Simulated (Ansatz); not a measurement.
Mulliken charges of `Cl[SiH](Cl)[O][GeH3]` from ωB97M-V/def2-TZVPP in Ansatz (PBE0-D4/def2-TZVP geometry).

| atom | x (Å) | y (Å) | z (Å) | charge (e) |
| --- | --- | --- | --- | --- |
| Cl1 | -1.701 | -1.244 | 1.514 | -0.205 |
| Si2 | -0.695 | 0.520 | 1.248 | 0.552 |
| Cl3 | 0.915 | 0.504 | 2.508 | -0.202 |
| O4 | -0.223 | 0.672 | -0.277 | -0.470 |
| Ge5 | 0.678 | -0.353 | -1.438 | 0.249 |
| H6 | -1.578 | 1.634 | 1.619 | -0.012 |
| H7 | 1.606 | -1.277 | -0.640 | 0.039 |
| H8 | -0.368 | -1.139 | -2.237 | 0.025 |
| H9 | 1.453 | 0.635 | -2.314 | 0.023 |

Task: By hand: the dipole of these point charges (1 e Å = 4.8032 D).

Result: Σ q r = (0.160, -0.047, -0.509) e Å, of length 0.536 e Å = 2.57 D.

Task: How does the dipole of the full density compare? (Estimate.)

Result: Computed: (0.129, -0.028, -0.404) e Å, 2.04 D; the point charges give 1.26 times that, at 1° from its direction.

Point charges leave out the atoms' own dipoles, such as those of lone pairs, and Mulliken's split depends on the basis, so the two needn't agree.
